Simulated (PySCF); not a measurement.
PySCF input (M06-2X/6-31G* (5d)):

```python
from pyscf import gto, dft

mol = gto.M(
    atom='''
    O    -1.70661100    0.00559700   -0.04848600
    C    -0.62544800   -0.50963200    0.24798100
    C     0.73169600    0.18445800   -0.07626000
    O     1.85185900    0.12879400   -0.01743300
    H    -1.79947900    0.87591000   -0.50297700
    ''',
    basis='6-31g*',
    charge=1,
    spin=0,
    verbose=4,
)

mf = dft.RKS(mol, xc='m062x')
mf.grids.level = 4
mf.conv_tol = 1e-9
mf.max_cycle = 100
mf.max_memory = 1500
mf.kernel()
if not mf.converged:
    mf = mf.newton()
    mf.kernel(mf.make_rdm1())
mf.dip_moment()
```

From the output:

```

nuclear repulsion = 93.4326819872775
number of shells = 26
number of NR pGTOs = 112
number of NR cGTOs = 58
basis = 6-31g*
ecp = {}

******** <class 'pyscf.dft.rks.RKS'> ********
method = RKS
initial guess = minao
damping factor = 0
level_shift factor = 0
DIIS = <class 'pyscf.scf.diis.CDIIS'>
diis_start_cycle = 1
diis_space = 8
diis_damp = 0
SCF conv_tol = 1e-09
SCF conv_tol_grad = None
SCF max_cycles = 100
direct_scf = True
direct_scf_tol = 1e-13
XC library pyscf.dft.libxc version 7.1.2
    S. Lehtola, C. Steigemann, M. J. T. Oliveira, and M. A. L. Marques,  SoftwareX 7, 1–5 (2018)
XC functionals = m062x
    Y. Zhao and D. G. Truhlar,  Theor. Chem. Acc. 120, 215 (2008)
    Y. Zhao and D. G. Truhlar,  Theor. Chem. Acc. 120, 215 (2008)
radial grids:
    Treutler-Ahlrichs [JCP 102, 346 (1995); DOI:10.1063/1.469408] (M4) radial grids

becke partition: Becke, JCP 88, 2547 (1988); DOI:10.1063/1.454033
pruning grids: <function nwchem_prune>
grids dens level: 4
symmetrized grids: False
atomic radii adjust function: <function treutler_atomic_radii_adjust>
small_rho_cutoff = 0
Set gradient conv threshold to 3.16228e-05
Initial guess from minao.
tot grids = 129448
init E= -227.739020048905
  HOMO = -0.255634420837466  LUMO = -0.137189295990772  gap/eV = 3.22306
cycle= 1 E= -226.538329164042  delta_E=  1.2  |g|= 0.849  |ddm|= 2.48
  HOMO = -0.670769492130526  LUMO = -0.416166146585061  gap/eV = 6.92811
cycle= 2 E= -226.171054683675  delta_E= 0.367  |g|= 1.69  |ddm|= 1.52
  HOMO = -0.617967454718718  LUMO = -0.374170334902275  gap/eV = 6.63406
cycle= 3 E= -226.707989985825  delta_E= -0.537  |g|= 0.103  |ddm|= 0.921
  HOMO = -0.601351764776141  LUMO = -0.349484094257186  gap/eV = 6.85367
cycle= 4 E= -226.709438125209  delta_E= -0.00145  |g|= 0.0679  |ddm|= 0.116
  HOMO = -0.60118908126981  LUMO = -0.347713605918824  gap/eV = 6.89742
cycle= 5 E= -226.71027553608  delta_E= -0.000837  |g|= 0.0166  |ddm|= 0.0474
  HOMO = -0.602165262890102  LUMO = -0.348983531367644  gap/eV = 6.88943
cycle= 6 E= -226.710327261382  delta_E= -5.17e-05  |g|= 0.00306  |ddm|= 0.0129
  HOMO = -0.602032407570091  LUMO = -0.348712241638184  gap/eV = 6.89319
cycle= 7 E= -226.71032996445  delta_E= -2.7e-06  |g|= 0.00149  |ddm|= 0.00544
  HOMO = -0.601836471207155  LUMO = -0.348624958593127  gap/eV = 6.89024
cycle= 8 E= -226.710330673467  delta_E= -7.09e-07  |g|= 0.000373  |ddm|= 0.00198
  HOMO = -0.60190905785108  LUMO = -0.348683720626487  gap/eV = 6.89061
cycle= 9 E= -226.710330735301  delta_E= -6.18e-08  |g|= 6.59e-05  |ddm|= 0.000818
  HOMO = -0.601904153757821  LUMO = -0.348677896307195  gap/eV = 6.89064
cycle= 10 E= -226.710330739216  delta_E= -3.91e-09  |g|= 1.55e-05  |ddm|= 0.000229
  HOMO = -0.601905218012778  LUMO = -0.348678076374068  gap/eV = 6.89066
cycle= 11 E= -226.710330739377  delta_E= -1.61e-10  |g|= 3.33e-06  |ddm|= 4.08e-05
  HOMO = -0.601905497999847  LUMO = -0.348678110048233  gap/eV = 6.89067
Extra cycle  E= -226.710330739381  delta_E= -4.49e-12  |g|= 2.82e-06  |ddm|= 5.87e-06
converged SCF energy = -226.710330739381

WARN: System has nonzero charge 1; the dipole moment is origin-dependent.
Location of origin: [0. 0. 0.]

Dipole moment(X, Y, Z, Debye): -1.93939,  2.33095, -1.26242
```

The dipole moment of an ion depends on the origin.

The geometry given is a B3LYP-D3(BJ)/def2-TZVP minimum.
